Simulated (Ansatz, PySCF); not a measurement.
CH₄BrInO₂, SMILES C[O][In]([OH])[Br]. Atoms are numbered in the order given.

```xyz
9

In    -0.3100    -0.3454     0.1513
Br     1.0670     1.6987     0.0763
O     -1.7816    -0.5290     1.4765
H     -1.8511     0.2564     2.0332
O      0.0863    -1.7960    -1.1401
C     -0.6391    -2.9938    -1.1762
H     -1.7130    -2.8495    -1.4011
H     -0.2201    -3.6244    -1.9796
H     -0.5729    -3.5751    -0.2368
```

Geometry: PBE0-D3(BJ)/def2-SVP. The structure was generated by enumeration; whether it is a known compound was not checked. The def2 effective core potentials stand for the cores of In; spin–orbit coupling is left out. Other conformers were not sampled.

Two levels are set side by side: PBE-D3(BJ)/def2-SVP (Ansatz, a quantum-chemistry and plane-wave program) and PBE0-D3(BJ)/def2-SVP (Ansatz). Each level has its own optimised geometry; the coordinates shown are those of the second. Frequencies come from the Hessian of PySCF at each geometry. Differences are taken from unrounded values.

```tsv
quantity	PBE0-D3(BJ)	PBE-D3(BJ)	PBE-D3(BJ) minus PBE0-D3(BJ)
mean bond length (Å)	1.515	1.533	0.018
bond In1–Br2 (Å)	2.466	2.494	0.028
bond In1–O3 (Å)	1.989	2.020	0.031
bond In1–O5 (Å)	1.982	2.015	0.033
bond O5–C6 (Å)	1.401	1.416	0.016
bond O3–H4 (Å)	0.965	0.978	0.013
bond C6–H7 (Å)	1.107	1.116	0.009
bond C6–H8 (Å)	1.104	1.113	0.009
bond C6–H9 (Å)	1.107	1.116	0.009
highest harmonic wavenumber (cm⁻¹)	3884	3693	-191
mean harmonic wavenumber (cm⁻¹)	1150	1105	-45
zero-point energy (kcal/mol)	34.52	33.18	-1.35
```

GGA bonds tend to be longer and softer than those of functionals with exact exchange. Differences between two approximate levels are no errors against the true value.
